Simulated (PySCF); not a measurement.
Species: 1,2,4,5-tetrafluorobenzene, C₆H₂F₄.
SMILES with atom numbers: `[F:1][c:2]1[cH:3][c:4]([F:5])[c:6]([F:7])[cH:8][c:9]1[F:10]`

Definitions: NICS(0) = −σiso at the ring centroid; NICS(1) = −σiso and NICS(1)zz = −σzz at ±1 Å along the ring normal z. Level: GIAO PBE0/pcSseg-1 (PySCF, non-relativistic, gas phase) on the GFN2-xTB geometry, one conformer.

Ring bond lengths (Å), with Mayer bond orders in brackets: C2–C3 1.384 (1.40), C3–C4 1.384 (1.40), C4–C6 1.392 (1.36), C6–C8 1.384 (1.40), C8–C9 1.384 (1.40), C9–C2 1.392 (1.36).

Q: What do the NICS probes read (ppm)?

A: 
| ring | type | NICS(0) | NICS(1), two faces | NICS(1)zz, two faces | rms pucker (Å) | centre to ring atoms, mean (Å) |
| --- | --- | --- | --- | --- | --- | --- |
| C2–C3–C4–C6–C8–C9 | 6-membered carbocycle; formal bonds all aromatic | -14.9 | -11.7 / -11.7 | -25.8 / -25.8 | 0.00 | 1.39 |

Q: What can be read from them?

A: 
- C2–C3–C4–C6–C8–C9: mean NICS(1)zz -25.8 ppm, shielded. For a flat ring without four-coordinate atoms the NICS criterion counts such a value as aromatic.

Q: How equal are the bonds by HOMA? HOMA = 1 − mean of α(R − Ropt)² over the ring bonds, with Krygowski's 1993 parameters (CC: Ropt 1.388 Å, α 257.7 Å⁻²).

A: 
- C2–C3–C4–C6–C8–C9: HOMA 1.00 = 1 − EN − GEO, with mean bond length 1.387 Å, EN = α(Ropt − mean)² = 0.001 and GEO = α × variance = 0.004. The geometric and the magnetic index point the same way.

Q: At the second NICS(1) probe listed for ring C2–C3–C4–C6–C8–C9, 1 Å off the ring, how large is the induced field along the normal in 14.1 T applied along it?

A: NICSzz × B0 = -25.8 ppm × 14.1 T = -364 μT, against the applied field.

Time: 22 s of wall time. Hardware: an Arm Neoverse V1 with one thread, no GPU, shared host. This is the whole shielding run at PBE0/pcSseg-1, SCF included.
